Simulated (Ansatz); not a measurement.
```yaml
crystal:
  periodic: [false, false, false]
  atoms:
    - {symbol: B, position_ang: [0.126584, -0.069586, -1.982096]}
    - {symbol: C, position_ang: [0.049522, 0.040806, -0.317931]}
    - {symbol: N, position_ang: [-0.171436, 1.098623, 0.504174]}
    - {symbol: C, position_ang: [-0.335585, 2.483111, 0.068700]}
    - {symbol: C, position_ang: [-0.219878, 0.683311, 1.826923]}
    - {symbol: C, position_ang: [-0.024048, -0.674805, 1.819409]}
    - {symbol: N, position_ang: [0.140057, -1.043521, 0.495780]}
    - {symbol: C, position_ang: [0.333054, -2.405647, 0.004377]}
    - {symbol: H, position_ang: [-1.335735, 2.853792, 0.367056]}
    - {symbol: H, position_ang: [0.444045, 3.117789, 0.533380]}
    - {symbol: H, position_ang: [-0.237257, 2.503581, -1.030598]}
    - {symbol: H, position_ang: [-0.378133, 1.381779, 2.653808]}
    - {symbol: H, position_ang: [0.017206, -1.397786, 2.639498]}
    - {symbol: H, position_ang: [1.053918, -2.370873, -0.831841]}
    - {symbol: H, position_ang: [0.718666, -3.035841, 0.825840]}
    - {symbol: H, position_ang: [-0.624704, -2.811140, -0.373727]}
    - {symbol: F, position_ang: [1.348642, -0.697350, -2.289393]}
    - {symbol: F, position_ang: [0.056468, 1.212181, -2.552118]}
    - {symbol: F, position_ang: [-0.961376, -0.868403, -2.361249]}
basis:
  gaussian: {orbitals: 6-31G, fitting: {mean_field: cc-pVTZ-jkfit}}
hamiltonian: {xc: {name: B2PLYP}}
scf: {omitted_lower_state_checks: [starts]}
```

```sh
$ ansatz run in.yaml --threads 4 --pin off --events-out ev --progress --plain --max-ram 6963MiB
```

It prints (some lines left out):

```
Functional definition: B2PLYP
1109 factors; integrals over basis functions are off by at most 3.6e-3 eV
mean field evaluation 1: about -17087.9960 eV, gradient 4.9e1 eV
mean field evaluation 2: about -17087.9942 eV, gradient 4.9e1 eV
mean field evaluation 4: about -17092.4537 eV, gradient 4.0e0 eV
mean field evaluation 8: about -17092.4905 eV, gradient 8.2e-2 eV
mean field evaluation 16: about -17092.4906 eV, gradient 1.9e-5 eV
mean field -17092.49056611 eV, -628.1374425983 hartree, gradient 2.6e-6 eV, S^2 0.000000; 0 other end points of the search recorded, 0 dependent functions left out
11 core orbitals not correlated: weight in the atoms' cores, before any rotation towards them, 1.000 or more for the frozen orbitals, at most 0.000 for the correlated occupied ones
reference -17092.49071976 eV, -628.1374482448 hartree; 31, 31 occupied and 73, 73 virtual orbitals, 1109 factors
second order -36.85789850 eV of doubles, -0.00000000 eV of singles
Total energy: -17102.44235235 eV, -628.5031639972 hartree
Checks for a lower state left out: starts
```

Run time 3 s (4 threads of Arm Neoverse V2 on a shared host).

Correlated methods freeze 11 core orbitals.
